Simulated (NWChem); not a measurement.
# diiodomethane (CH$_{2}$I$_{2}$); SMILES ICI

```xyz
5

I      1.8134     0.0000     0.0903
C      0.0000     0.0000    -1.0422
I     -1.8134     0.0000     0.0903
H      0.0000     0.9029    -1.6605
H      0.0000    -0.9029    -1.6605
```
Atoms are numbered in this order, from 1.

Program: NWChem. Medium grid unless said otherwise, to which SCAN and Minnesota functionals are sensitive. All runs use the structure optimised with PBE0/def2-SVP. def2 effective core potentials on I; no spin-orbit coupling. Total energies of different functionals are on different scales.

| level | energy (Ha) | highest occupied level (eV) | orbital gap (eV) | dipole (D) |
|---|---|---|---|---|
| LDA (Slater exchange, VWN5)/def2-TZVPD | -633.5491 | -6.46 | 3.44 | 1.12 |
| PBE/def2-TZVPD | -634.6565 | -6.30 | 3.45 | 1.09 |
| BLYP/def2-TZVPD | -634.6037 | -6.12 | 3.38 | 1.07 |
| TPSS/def2-TZVPD | -634.5221 | … | … | 1.14 |
| r2SCAN/def2-TZVPD | -634.9399 | -6.58 | 3.85 | 1.17 |
| B3LYP/def2-TZVPD | -634.9255 | -7.16 | 4.92 | 1.12 |
| PBE0/def2-TZVPD | -634.7109 | -7.40 | 5.38 | 1.15 |
| M06-2X/def2-TZVPD | -634.5568 | -8.52 | 7.27 | 1.15 |
| CAM-B3LYP/def2-TZVPD | -634.7141 | -8.62 | 7.62 | 1.14 |
| Hartree-Fock/def2-TZVPD | -632.3555 | -9.82 | 10.59 | 1.32 |

Problem. What belongs in the gaps?

Solution. 
- TPSS/def2-TZVPD, highest occupied level (eV): -6.39
- TPSS/def2-TZVPD, orbital gap (eV): 3.62
